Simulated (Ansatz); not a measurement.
Harmonic frequencies (cm⁻¹) at PBE0-D4/def2-TZVP from Ansatz: 109, 130, 159, 237, 360, 600, 605, 839, 3844.

Each molecule was computed in one conformer, which needn't be the lowest.

**Question.** Which molecule is it?
A. `F[Si](F)(F)[Se]`•
B. `[OH][Sn]([F])[Cl]`•
C. `[O][SnH]([F])[Cl]`•
D. `N#[C][SnH][Cl]`•

**Answer.** B.
